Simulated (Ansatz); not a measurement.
CH₆AlNOS (`C[NH][Al]([OH])[SH]`) from Hartree–Fock to CCSD(T)

```xyz
11

C    -1.007   -0.457    1.566
N     0.198   -0.593    0.777
Al    0.579    0.173   -0.758
O     2.076   -0.165   -1.471
S    -0.913    1.512   -1.637
H    -0.810   -0.038    2.559
H    -1.708    0.219    1.069
H    -1.527   -1.412    1.702
H     0.870   -1.213    1.202
H     2.390    0.192   -2.297
H    -0.150    1.783   -2.710
```

The species carries charge 0 and has multiplicity 1. Geometry: relaxed with PBE0-D4/def2-TZVP. It is one conformer, not always the lowest. Frozen core, restricted reference, the Gaussian-basis code of Ansatz. CBS rows extrapolate triple and quadruple zeta; past MP2 they add the triple-zeta difference.

```csv
basis,HF (Eh),MP2 corr.,CCSD corr.,(T),CCSD(T) total
def2-SVP,-809.92643,-0.69009,?,-0.01841,?
def2-TZVPP,-810.36041,-0.88209,?,-0.03610,?
def2-QZVPP,?,-0.95047,–,–,–
CBS(def2),-810.39123,?,-1.04255,as TZ,?
```

Problem. Fill in the withheld values. (Best estimate.)

Solution. Computed: def2-SVP CCSD corr.: -0.73884; def2-SVP CCSD(T) total: -810.68368; def2-TZVPP CCSD corr.: -0.92352; def2-TZVPP CCSD(T) total: -811.32003; def2-QZVPP HF (Eh): -810.38750; CBS(def2) MP2 corr.: -1.00112; CBS(def2) CCSD(T) total: -811.46988.
